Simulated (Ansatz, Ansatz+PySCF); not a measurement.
```yaml
atoms:
  - { symbol: C, position_ang: [1.8413, -0.0600, 0.0000] }
  - { symbol: C, position_ang: [1.2596, 1.3444, 0.0000] }
  - { symbol: C, position_ang: [0.0600, 1.8413, 0.0000] }
  - { symbol: C, position_ang: [-1.3444, 1.2596, 0.0000] }
  - { symbol: C, position_ang: [-1.8413, 0.0600, 0.0000] }
  - { symbol: C, position_ang: [-1.2596, -1.3444, 0.0000] }
  - { symbol: C, position_ang: [-0.0600, -1.8413, 0.0000] }
  - { symbol: C, position_ang: [1.3444, -1.2596, 0.0000] }
  - { symbol: H, position_ang: [2.9263, -0.0600, 0.0000] }
  - { symbol: H, position_ang: [2.0268, 2.1116, 0.0000] }
  - { symbol: H, position_ang: [0.0600, 2.9263, 0.0000] }
  - { symbol: H, position_ang: [-2.1116, 2.0268, 0.0000] }
  - { symbol: H, position_ang: [-2.9263, 0.0600, 0.0000] }
  - { symbol: H, position_ang: [-2.0268, -2.1116, 0.0000] }
  - { symbol: H, position_ang: [-0.0600, -2.9263, 0.0000] }
  - { symbol: H, position_ang: [2.1116, -2.0268, 0.0000] }
```

Basis set: def2-SVP (spherical functions). Charge 0, multiplicity 1.

Computed with Ansatz (development build ahead of 0.2.0); each method stands on the lowest determinant of its kind that the runs found. Restricted functionals stand beside restricted open-shell atoms, which can lie above the unrestricted atoms usual in DFT and then raise those values.

The atomization energy at this shape (free ground-state atoms in the same class of orbitals less the molecule, no zero-point energy) of singlet C₈H₈:

```json
{"method": "ωB97X (unrestricted)", "atomization energy": "7413.6 kJ/mol"}
{"method": "PBE0 (restricted)", "atomization energy": "7559.2 kJ/mol"}
{"method": "PBE0 (unrestricted)", "atomization energy": "7525.1 kJ/mol"}
{"method": "RHF", "atomization energy": "5639.2 kJ/mol"}
```

Problem. What does UHF give?

Solution. 5586.6 kJ/mol. Caution: the shape is not the minimum. Caution for UHF: the unrestricted determinant is a mixture of spin states. Caution for RHF: an unrestricted determinant lies well below.
